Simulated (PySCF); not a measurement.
H3P, SMILES P. Atoms are numbered in the order given.

```xyz
4

P      0.0000     0.0000    -0.1282
H      1.0323     0.5960     0.6412
H      0.0000    -1.1920     0.6412
H     -1.0323     0.5960     0.6412
```

Coordinates come from a B3LYP-D3(BJ)/def2-TZVP optimisation.

All values below come from PBE/pcSseg-1 in PySCF.

GIAO shieldings, no solvent; atoms alike by connectivity are averaged. δ = σ(ref) − σ: ¹H against TMS (σ = 31.49 ppm), references at their B3LYP-D3(BJ)/def2-TZVP geometries, non-relativistic.

Computed chemical shifts:
```
nucleus       atoms  count  δ (ppm)
-------  ----------  -----  -------
¹H       H2, H3, H4      3     2.06
```
